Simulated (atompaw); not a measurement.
PBEsol PAW (atompaw) dataset for platinum, scalar-relativistic all-electron reference.

```
Element                 : platinum (Pt)
Generator               : atompaw 4.2.0.5
Type                    : PAW
Functional              : PBEsol
Relativity              : scalar-relativistic
Frozen core             : [Kr] 4d10 4f14
Valence charge          : 18
Reference configuration : 5s2 5p6 5d9 6s1 6p0
Partial waves           : 5s (bound): rc 1.10 bohr; 6s (bound): rc 1.35 bohr; 5p (bound): rc 1.40 bohr; 6p (bound, empty): rc 2.10 bohr; 5d (bound): rc 2.10 bohr; 5d channel at 2.7 Ry: rc 2.10 bohr
Local potential         : ultrasoft scheme with l = 3 at 1 Ry, radius 2.00 bohr
Core correction         : smooth core density matched at 2.05 bohr
Augmentation charge     : sinc compensation charge, radius 1.65 bohr; PAW radius 2.10 bohr; waves and projectors: custom rrkj vanderbiltortho
```

(1) Estimate the cutoffs (Ry, on a coarse ladder) from which the occupation-weighted sum of valence levels, in a spherical-Bessel basis at the reference potential, stays within 10 and 1 mRy of its value at 400 Ry.

(2) Does the potential have ghost states?

(3) Is the overlap operator S = 1 + Σ q|β⟩⟨β| positive definite (Bessel basis up to 400 Ry)?

## Answers

(1) 45 Ry and 100 Ry.

(2) No extra level below or beside the all-electron valence levels (s, p, d, f tested).

(3) Yes: its lowest eigenvalue is 0.19 (d channel).
